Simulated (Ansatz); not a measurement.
The same path of Cl$_{2}$GaH (4 atoms, charge 0, multiplicity 1) was run twice with different band settings. Lost on the way: Ga1–H2, Ga1–Cl3. Made: H2–Cl3.

All numbers below come from RKS B3LYP-D4/def2-SVP in Ansatz.

Relaxed end points:

```xyz
4
Properties=species:S:1:pos:R:3
Ga 0.317 0.000 0.384
H 0.091 0.000 1.917
Cl 2.282 0.000 -0.488
Cl -1.313 0.000 -1.018
```

```xyz
4
Properties=species:S:1:pos:R:3
Ga -1.297 0.000 0.414
H 2.013 0.000 1.750
Cl 1.979 0.000 0.459
Cl -1.317 0.000 -1.827
```

Common settings: movable images 5; climbing image yes; optimiser quadratic models (default); start path through a guess of the saddle point; force threshold 0.05 eV/Å; iteration limit 60; end points relaxed.

| run | spring |
| --- | --- |
| 1 | 5.0 eV/Å² |
| 2 | 0.5 eV/Å² |

(1) What does each run give, and how far can it be trusted?

## Answers

(1) Run 1: converged after 10 iterations, highest image 2.156 eV above the first end. Neighbouring images differ by up to 1.4 eV, so the band resolves the path poorly. A vibrational analysis at the climbing image gives one clearly imaginary mode, 1031i cm⁻¹: a first-order saddle point.
Run 2: converged after 9 iterations, highest image 2.156 eV above the first end. Another band between the same ends (5 images) ends at a top of the same energy, where a vibrational analysis finds 1 clearly imaginary mode.
The orbitals stay closed-shell, which can raise the energy where a bond breaks towards radicals; this wasn't checked here.
